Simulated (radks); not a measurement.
Results of a calculation; reference values are marked as such.
Question: Ionisation of neutral gold, [Xe] 4f14 5d10 6s1, to Au+, [Xe] 4f14 5d10, under several functionals. Scalar-relativistic Kohn-Sham, spin-polarised, spherical densities, finite nucleus; open shells are filled with parallel spins first (spin-orbit coupling, left out, can overturn this in heavy ions); a radial shooting solver on a logarithmic mesh with Libxc functionals. Known Delta-SCF values: B86b exchange with PBE correlation 9.603 eV; MS2 meta-GGA 9.478 eV; PBE 9.580 eV. What does exchange-only PBE give, and what is its highest occupied eigenvalue?

Answer: 8.952 eV by Delta-SCF; the 6s eigenvalue is -5.480 eV. NIST: 9.226 eV (measured).
